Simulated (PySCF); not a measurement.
C3H7NOSi.

```xyz
13

C     -1.9272     0.0345     0.5612
C     -0.8262     0.1964    -0.5073
C     -0.1161     1.4634    -0.3812
N      0.5204     2.4211    -0.2213
Si     0.5220    -1.1638    -0.3620
O      1.3849    -0.9103     1.0375
H     -1.4912     0.0380     1.5715
H     -2.6669     0.8471     0.5033
H     -2.4518    -0.9221     0.4196
H     -1.2606     0.1417    -1.5214
H     -0.1396    -2.4850    -0.2267
H      1.3685    -1.1031    -1.5867
H      1.8281    -0.0554     1.1222
```
Charge 0, spin multiplicity 1.

Geometry: B3LYP-D3(BJ)/def2-SVP. The structure was generated by enumeration; whether it is a known compound was not checked. The values are those of a single conformer.

These are PBE/pcSseg-1 (PySCF) values and carry that method's errors. Non-relativistic, no solvent.

Computed absolute GIAO shielding of each atom: isotropic value and principal components (ppm):
```csv
atom,σ(iso),σ11,σ22,σ33,span
C1,164.8,149.3,162.7,182.3,33.0
C2,162.9,152.3,160.7,175.8,23.4
C3,57.8,-61.0,-53.9,288.2,349.2
N4,-36.3,-205.8,-195.5,292.5,498.2
Si5,346.6,323.2,327.2,389.4,66.2
O6,315.3,286.1,314.8,345.0,58.9
H7,29.6,25.6,28.9,34.2,8.6
H8,29.6,25.0,27.7,36.0,11.0
H9,30.2,25.8,27.7,37.0,11.2
H10,29.6,25.2,28.3,35.3,10.0
H11,26.4,23.6,24.6,31.1,7.4
H12,25.9,22.4,24.2,31.1,8.7
H13,29.6,20.9,26.4,41.6,20.7
```
